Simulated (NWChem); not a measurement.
System: BSiH3Cl2; SMILES [SiH3]B(Cl)Cl

Excerpt of the output:

```
             Northwest Computational Chemistry Package (NWChem) 7.3.0
             --------------------------------------------------------

 C1  symmetry detected

                             Geometry "geometry" -> ""
                             -------------------------

 Output coordinates in angstroms (scale by  1.889725989 to convert to a.u.)

  No.       Tag          Charge          X              Y              Z
 ---- ---------------- ---------- -------------- -------------- --------------
    1 B                    5.0000    -0.00764693    -0.09882855     0.00707201
    2 Cl                  17.0000     1.58176108    -0.83377154    -0.00023631
    3 Cl                  17.0000    -1.40579394    -1.14850527    -0.00023344
    4 Si                  14.0000    -0.17067951     1.92058757     0.00037645
    5 H                    1.0000    -1.58805881     2.37011779     0.14247639
    6 H                    1.0000     0.37917812     2.44125361    -1.29114098
    7 H                    1.0000     0.64518712     2.49325111     1.11602006

 Effective nuclear repulsion energy (a.u.)     229.1579010526

                                 NWChem DFT Module
                                 -----------------

 Summary of "ao basis" -> "ao basis" (spherical)
 ------------------------------------------------------------------------------
       Tag                 Description            Shells   Functions and Types
 ---------------- ------------------------------  ------  ---------------------
 B                          def2-svp                 6       14   3s2p1d
 Cl                         def2-svp                 8       18   4s3p1d
 Si                         def2-svp                 8       18   4s3p1d
 H                          def2-svp                 3        5   2s1p

            General Information
            -------------------
          SCF calculation type: DFT
          Wavefunction type:  closed shell.
          No. of atoms     :     7
          No. of electrons :    56
           Alpha electrons :    28
            Beta electrons :    28
          Charge           :     0
          Spin multiplicity:     1
          Use of symmetry is: off; symmetry adaption is: off
          Maximum number of iterations: 150
          AO basis - number of functions:    83
                     number of shells:    39
          Convergence on energy requested:  1.00D-06
          Convergence on density requested:  1.00D-05
          Convergence on gradient requested:  5.00D-04

              XC Information
              --------------
                  TPSS hybrid Method XC Functional
                     Hartree-Fock (Exact) Exchange  0.100
                  TPSS metaGGA Exchange Functional  0.900
             TPSS03 metaGGA Correlation Functional  1.000

             Grid Information
             ----------------
          Grid used for XC integration:  medium
          Radial quadrature: Mura-Knowles
          Angular quadrature: Lebedev.
          Tag              B.-S. Rad. Rad. Pts. Rad. Cut. Ang. Pts.
          ---              ---------- --------- --------- ---------
          B                   0.85       49           9.0       434
          Cl                  1.00       88          11.0       590
          Si                  1.10       88           9.0       590
          H                   0.35       45          11.0       434
          Grid pruning is: on
          Number of quadrature shells:   448
          Spatial weights used:  Erf1

      Superposition of Atomic Density Guess
      -------------------------------------

 Sum of atomic energies:       -1233.38741443

      Non-variational initial energy
      ------------------------------

 Total energy =   -1234.546192
 1-e energy   =   -2161.006400
 2-e energy   =     697.302307
 HOMO         =      -0.311783
 LUMO         =      -0.004832

     ---------------------------------------------
      Total Density - Mulliken Population Analysis
     ---------------------------------------------

    Atom       Charge   Shell Charges
 -----------   ------   -------------------------------------------------------
    1 B    5     4.49   1.99  0.90  0.17  1.03  0.31  0.09
    2 Cl  17    17.25   2.00  1.99  1.22  0.69  5.94  2.16  3.23  0.02
    3 Cl  17    17.25   2.00  1.99  1.22  0.69  5.94  2.16  3.23  0.02
    4 Si  14    13.82   2.00  1.99  1.03  0.30  5.94  1.19  1.27  0.09
    5 H    1     1.07   0.69  0.36  0.01
    6 H    1     1.06   0.69  0.36  0.01
    7 H    1     1.06   0.69  0.36  0.01

   convergence    iter        energy       DeltaE   RMS-Dens  Diis-err
 ---------------- ----- ----------------- --------- --------- ---------
 d= 0,ls=0.0,diis     1  -1236.2092209028 -1.47D+03  1.37D-02  4.42D-01
 d= 0,ls=0.0,diis     2  -1236.1517881972  5.74D-02  9.47D-03  8.14D-01
 d= 0,ls=0.0,diis     3  -1236.2699353652 -1.18D-01  1.65D-03  2.44D-02
 d= 0,ls=0.0,diis     4  -1236.2735956690 -3.66D-03  2.63D-04  3.03D-04
 d= 0,ls=0.0,diis     5  -1236.2736323193 -3.67D-05  4.51D-05  1.44D-05
  Resetting Diis
 d= 0,ls=0.0,diis     6  -1236.2736343994 -2.08D-06  1.06D-05  5.81D-07
 d= 0,ls=0.0,diis     7  -1236.2736344843 -8.49D-08  4.16D-06  2.28D-08

         Total DFT energy =    -1236.273634484303
      One electron energy =    -2162.784243963558
           Coulomb energy =      780.005569013967
    Exchange-Corr. energy =      -82.652860587299
 Nuclear repulsion energy =      229.157901052587

 Numeric. integr. density =       55.999999107081

                       DFT Final Molecular Orbital Analysis
                       ------------------------------------

 Vector   26  Occ=2.000000D+00  E=-3.276476D-01
              MO Center=  1.9D-01, -9.3D-01, -1.1D-03, r^2= 3.4D+00
   Bfn.  Coefficient  Atom+Function         Bfn.  Coefficient  Atom+Function
  ----- ------------  ---------------      ----- ------------  ---------------
    27      0.476842  2 Cl pz                45     -0.446687  3 Cl pz
    24      0.355767  2 Cl pz                42     -0.331085  3 Cl pz
    21      0.206504  2 Cl pz                39     -0.192338  3 Cl pz
    63     -0.043018  4 Si pz                74      0.034762  6 H  s
    79     -0.034798  7 H  s                 13     -0.034492  1 B  d  1

 Vector   27  Occ=2.000000D+00  E=-3.089909D-01
              MO Center=  5.4D-02, -7.2D-01,  1.2D-02, r^2= 4.1D+00
   Bfn.  Coefficient  Atom+Function         Bfn.  Coefficient  Atom+Function
  ----- ------------  ---------------      ----- ------------  ---------------
    26      0.363748  2 Cl py                43      0.346250  3 Cl px
    44     -0.283186  3 Cl py                25      0.277212  2 Cl px
    23      0.275037  2 Cl py                40      0.263589  3 Cl px
    41     -0.217007  3 Cl py                22      0.211134  2 Cl px
    20      0.158518  2 Cl py                37      0.151971  3 Cl px

 Vector   28  Occ=2.000000D+00  E=-2.835023D-01
              MO Center= -3.1D-02,  1.5D-01, -3.3D-04, r^2= 4.0D+00
   Bfn.  Coefficient  Atom+Function         Bfn.  Coefficient  Atom+Function
  ----- ------------  ---------------      ----- ------------  ---------------
    44      0.350586  3 Cl py                26      0.347897  2 Cl py
     5      0.298361  1 B  py                41      0.253755  3 Cl py
    59      0.253331  4 Si py                23      0.247747  2 Cl py
    62      0.204487  4 Si py                 2     -0.180848  1 B  s
    38      0.146168  3 Cl py                20      0.143039  2 Cl py

 Vector   29  Occ=0.000000D+00  E=-9.092008D-02
              MO Center= -4.0D-03,  1.4D-02,  5.1D-03, r^2= 3.0D+00
   Bfn.  Coefficient  Atom+Function         Bfn.  Coefficient  Atom+Function
  ----- ------------  ---------------      ----- ------------  ---------------
     6      0.576177  1 B  pz                 9     -0.453149  1 B  pz
    45      0.332972  3 Cl pz                27      0.326709  2 Cl pz
    75     -0.248054  6 H  s                 80      0.224456  7 H  s
    63     -0.209401  4 Si pz                42      0.178360  3 Cl pz
    24      0.171289  2 Cl pz                74     -0.111463  6 H  s

 Vector   30  Occ=0.000000D+00  E= 2.820324D-02
              MO Center= -1.0D-01,  1.4D+00, -1.6D-02, r^2= 4.1D+00
   Bfn.  Coefficient  Atom+Function         Bfn.  Coefficient  Atom+Function
  ----- ------------  ---------------      ----- ------------  ---------------
    61      1.146573  4 Si px                70      0.970659  5 H  s
    80     -0.602893  7 H  s                 75     -0.426499  6 H  s
     3     -0.309180  1 B  s                  7      0.285382  1 B  px
    36      0.275259  3 Cl s                 44      0.250646  3 Cl py
     4     -0.214337  1 B  px                58      0.208649  4 Si px

 Vector   31  Occ=0.000000D+00  E= 4.854190D-02
              MO Center= -1.7D-01,  2.0D+00,  2.0D-04, r^2= 4.0D+00
   Bfn.  Coefficient  Atom+Function         Bfn.  Coefficient  Atom+Function
  ----- ------------  ---------------      ----- ------------  ---------------
    62      1.665621  4 Si py                 3      1.329332  1 B  s
     8      0.768732  1 B  py                54     -0.613213  4 Si s
     2      0.584622  1 B  s                 80     -0.424456  7 H  s
    75     -0.416770  6 H  s                 70     -0.387519  5 H  s
    53      0.232862  4 Si s                 44     -0.167040  3 Cl py

     ---------------------------------------------
      Total Density - Mulliken Population Analysis
     ---------------------------------------------

[...]
```

Level: TPSSh/def2-SVP. Coordinates come from a PBE0/def2-SVP optimisation.

### Question
Write an input that gives this output.

### Answer
One answer among several that fit: the input that was run:
```
start job
memory heap 200 mb stack 900 mb global 1100 mb
geometry units angstroms noautoz
  B     -0.013505    -0.090245     0.005606
  Cl     1.534053    -0.909618    -0.004619
  Cl    -1.466109    -1.063144    -0.004335
  Si    -0.067643     1.935029     0.005171
  H     -1.458745     2.459732     0.149240
  H      0.509109     2.429336    -1.284973
  H      0.778136     2.459520     1.122225
end
basis spherical
  * library def2-svp
end
dft
  xc xctpssh
  iterations 150
  mulliken
end
task dft energy
```
